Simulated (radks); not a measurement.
The numbers below are computed, except where a source is named.
Problem. Spherical jellium clusters: N electrons in a uniform positive sphere of charge N and radius rs N^(1/3), rs = 4.03 bohr. Level of theory: non-relativistic Kohn-Sham, exchange-only LDA, spin-polarised, spherical densities (a radial shooting solver with Libxc functionals). Levels are named by radial order and angular momentum (1s, 1p, 1d, 2s, ...), and open shells are averaged over m. At N = 27 the configuration is 1s2 1p6 1d10 2s2 1f(up 7, down 0). The background grows by one charge. Does electron 28 go into 2p up or 1f down or 2p down?

Solution. Into 2p up. The total energies of the other choices lie higher by 0.0200 eV (1f down), 0.303 eV (2p down).
